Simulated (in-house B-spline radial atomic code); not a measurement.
**RPA and G0W0 on SCAN: Mo³⁸⁺**

Configuration [He] 2s2, mean-field start SCAN. Computed with an all-electron radial atomic-structure program (B-spline basis): all electrons, non-relativistic, point nucleus, each spin shell either full or empty, empty states to l = 9 with an (l + 1/2)⁻⁴ tail; G0W0 by contour deformation at full frequency.

Without relativity these are model numbers: it shifts the levels of so heavy an element strongly and can reorder them.

Command:
```bash
python run_gw.py task.json out
```
Settings (radii: box in bohr, nucleus in fm):
```
Z                        42
electrons                4
configuration            [He] 2s2
hamiltonian              nr
method                   scan,scan
lmax                     9
spin_polarised           False
box_radius               2.56
intervals                45
ion_configuration        [He] 2s1
```

Time taken, with all properties: 1.6 s on 1 thread of Arm Neoverse N1 (shared host).

Energies (hartree):

```csv
term,value
mean-field total,-2139.78994
Hartree-Fock functional on these orbitals,-2139.82560
direct second order,-1.2754
second-order exchange,0.63364
SOSEX correction,0.42729
```

Problem. What is the RPA correlation energy, and what remains with SOSEX?

Solution. RPA gives -0.86158 hartree (-5.86 eV per electron); RPA + SOSEX gives -0.43428, and the second-order doubles -0.64177 hartree (no singles). SOSEX takes back 50 % of the RPA value.

Quasi-particle levels (eV):

```tsv
level	occupied	mean field	Σx - vxc	Σc	QP weight	G0W0
2s	yes	-5330.72	-55.51	?	?	?
1s	yes	-22605.69	-246.32	4.80	0.998	-22847.22
2p	no	-5226.09	74.62	1.51	0.987	-5149.97
```

G0W0 = mean field + (Σx - vxc) + Σc, with Σc (partial-wave tail included) taken at the quasi-particle energy.

Problem. Where does G0W0 put 2s?

Solution. At -5399.65 eV, with Σc = -13.43 eV and a quasi-particle weight of 0.962. The tabulated removal energy is 5548 ± 5 eV (NIST, semi-empirical); the calculation leaves out relativity, Breit and QED terms, and what these don't explain is the method's own error.

Problem. What does it cost to remove one electron (to [He] 2s1) by differences of total energies, each species on its own start (correlation terms add to the Hartree-Fock functional)?

Solution. SCAN 5385.31 eV, Hartree-Fock functional 5385.91 eV, + RPA 5399.81 eV, + RPA + SOSEX 5396.30 eV, + second order 5401.93 eV. Tabulated: 5548 ± 5 eV (NIST, semi-empirical); the calculation leaves out relativity, Breit and QED terms, and what these don't explain is the method's own error.
